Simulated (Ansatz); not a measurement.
# Forces on a displaced structure

SiNH₄Te (SMILES N[Te][SiH2+]) (charge +1), singlet, displaced at random from a GFN2-xTB minimum.

```tsv
atom	x (Å)	y (Å)	z (Å)
N1	-1.1648	0.0517	-0.9867
Te2	-0.8905	-1.1157	0.6860
Si3	1.2742	0.0268	0.9761
H4	-1.3207	-0.5483	-1.8152
H5	-1.9883	0.6051	-0.9314
H6	1.5149	1.1419	1.8725
H7	2.5274	-0.2002	0.2104
```

Computed with Ansatz 0.2.0 (basis: def2-TZVPP); correlated methods freeze the cores. Filled d shells of the heavier atoms are correlated. Core potentials replace the inner electrons of the atoms past krypton. The def2 sets are not built for correlating such inner shells, so the correlated values are less sure here.

CCSD(T) forces from the calculation:
| atom | Fx | Fy | Fz (eV/Å) |
| --- | --- | --- | --- |
| N1 | 0.975 | -1.301 | -0.881 |
| Te2 | -0.492 | 0.118 | -0.146 |
| Si3 | 0.274 | 0.063 | -0.587 |
| H4 | 0.461 | 0.236 | 0.641 |
| H5 | -0.757 | 0.731 | 0.647 |
| H6 | -0.087 | 0.236 | 0.494 |
| H7 | -0.375 | -0.083 | -0.168 |

**Question.** Which atom feels the largest CCSD(T) force, and how large is it?

**Answer.** N1, 1.85 eV/Å, along (0.53, -0.70, -0.48).

Root-mean-square difference of the force components from those of CCSD(T): PBE0-D4 0.094; wB97M-V 0.095; r2SCAN-D4 0.064; PBE-D4 0.186; B97M-V 0.107; wB97X-V 0.115 eV/Å.

T1 diagnostic: at most 0.016.

For scale, one of the runs: CCSD(T)/def2-TZVPP forces, 179 basis functions (an equivalent command: `ansatz run in.yaml --threads 4`). Time: 3.9 min of wall clock on 4 CPU threads; the host was shared. Peak host memory: 3.5 GiB.
